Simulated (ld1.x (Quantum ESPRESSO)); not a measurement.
silver (Ag): TM pseudisation with LDA (PZ), scalar-relativistic reference atom.

- Element: silver
- Generator: ld1.x (Quantum ESPRESSO) 7.5
- Type: norm-conserving Troullier–Martins (Kleinman–Bylander form)
- Functional: LDA (PZ)
- Relativity: scalar-relativistic
- Frozen core: [Kr]
- Valence charge: 11
- Reference configuration: 4d10 5s1 5p0
- Partial waves: 5s (bound): rc 2.40 bohr; 4d (bound): rc 1.85 bohr; 5p (bound, empty): rc 3.15 bohr
- Local potential: the p channel
- Core correction: none

All-electron outer shells of the reference configuration (LDA (PZ), scalar-relativistic, ld1.x):

```csv
shell,level (eV),outermost node (bohr),outermost maximum (bohr)
4s,-95.08,0.44,0.82
4p,-58.67,0.44,0.87
4d,-7.66,0.43,1.04
5s,-4.72,1.11,2.49
5p,-0.85,1.25,3.67
```

What the tests gave:

```json
{
  "Cutoffs needed": "60 Ry and 90 Ry (the cutoffs (Ry, on a coarse ladder) from which the occupation-weighted sum of valence levels, in a spherical-Bessel basis at the reference potential, stays within 10 and 1 mRy of its value at 400 Ry)",
  "Ghost test": "no extra level below or beside the all-electron valence levels (s, d, p, f tested) (spherical-Bessel basis up to 400 Ry, 20 bohr box)",
  "Largest excitation error": "-760 meV (all-electron minus pseudo) for 4d8 5s0 5p0, out of 7 test configurations"
}
```

Generation and tests took about 1.7 s on one core of a shared server CPU.
